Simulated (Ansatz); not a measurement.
Basis-set extrapolation for C10H8N2 (`c1cc(-c2ccncc2)ccn1`) (PBE0-D4/def2-TZVP geometry, frozen core, Ansatz 0.2.0). Multiplicity 1, RHF reference.

|  | def2-TZVPP | def2-QZVPP |
| --- | --- | --- |
| HF | -492.411496 | -492.431631 |
| MP2 correlation | -1.946940 | -2.072402 |
| CCSD(T) correlation | -2.078075 | not run |

Energies in hartree. Use E(X) = E(∞) + A·exp(−7.88·√X) for Hartree–Fock and E(X) = E(∞) + B·X^(−2.97) for correlation, with X = 3 and 4, and add CCSD(T) minus MP2 of the smaller set to the MP2 limit.

Task: What is the CCSD(T) energy at the basis-set limit?

Result: HF limit: -492.431631 + (-0.020135) × 0.13774 = -492.43440. MP2 limit: -2.072402 + (-0.125462) × 0.74074 = -2.16534. Higher-order term: -2.078075 − (-1.946940) = -0.13114. Total: -494.73088 hartree, 633.6 kJ/mol below CCSD(T)/def2-TZVPP.
